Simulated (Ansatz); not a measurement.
Species: C3H5O, charge 0, multiplicity 2. It need not be the lowest isomer of its formula. 
Coordinates optimised at B3LYP-D3(BJ)/def2-TZVP (Ansatz, a program for electronic structure):
```xyz
9

C      1.7807    -0.1390    -0.6135
C      0.6338    -0.2487     0.1444
C     -0.5990     0.2673    -0.1952
O     -1.7224     0.1528     0.5601
H      1.7803     0.3819    -1.5620
H      2.7122    -0.5709    -0.2804
H      0.6974    -0.7851     1.0904
H     -0.7789     0.8168    -1.1085
H     -1.5254    -0.3421     1.3655
```
Charge 0, spin multiplicity 2.

Property: atomisation energy (electronic, to ground-state atoms), in kcal/mol. Cores are frozen in the correlated levels unless marked. UHF or UKS for open shells. No spin-orbit coupling. Non-relativistic. The coupled-cluster limit lacks core correlation, which all-electron functionals hold. Basis-set limits of correlation are two-point, X^-3; Hartree-Fock from the larger set. [CCSD(T)-MP2]/basis is that difference in the basis named.

```
level                      program  atomisation energy (kcal/mol)
------------------  --------------  -----------------------------
HF/cc-pVQZ                  Ansatz                          637.2
PBE-D4/def2-TZVPD   Ansatz + dftd4                          899.1
BLYP-D4/def2-TZVPD  Ansatz + dftd4                          875.2
BLYP/def2-TZVPD             Ansatz                          868.5
```

**Question.** Predict the RI-MP2/CBS(aug-cc-pVTZ,aug-cc-pVQZ)+[CCSD(T)-MP2]/aug-cc-pVTZ result (Ansatz).

**Answer.** 867.6 kcal/mol
